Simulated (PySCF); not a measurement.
Sn(H)(OH)(NH2)2, SMILES [OH][SnH]([NH2])[NH2], B3LYP/def2-SVP optimised geometry.

```
10

Sn    -0.73    -1.21     0.00
N     -1.63     0.63     0.00
N     -1.27    -1.97     1.83
O      1.27    -1.21     0.00
H     -1.12    -2.03    -1.46
H     -1.45     1.17    -0.85
H     -1.35     1.21     0.79
H     -2.27    -1.88     2.00
H     -1.02    -2.95     1.95
H      1.63    -0.88     0.84
```

Density from B3LYP/def2-TZVP, def2 effective core potentials past Kr in PySCF at that geometry. The core electrons that the potentials of Sn replace are not part of the density.

Minimum of the electron density along straight lines between bonded atoms, close to the bond critical point (lines longer than 1.1 times the sum of covalent radii, or with two minima, are not listed):

```csv
bond,length / Å,ρ at the minimum / e bohr⁻³,∇²ρ there / e bohr⁻⁵,position (fraction from the first atom)
Sn1–N2,2.046,0.114,0.31,0.51
Sn1–N3,2.049,0.114,0.30,0.51
Sn1–O4,2.002,0.113,0.43,0.51
Sn1–H5,1.717,0.113,0.07,0.63
N2–H6,1.020,0.328,-1.50,0.73
N2–H7,1.021,0.328,-1.50,0.73
N3–H8,1.021,0.328,-1.50,0.73
N3–H9,1.020,0.328,-1.50,0.73
O4–H10,0.968,0.353,-2.29,0.80
```
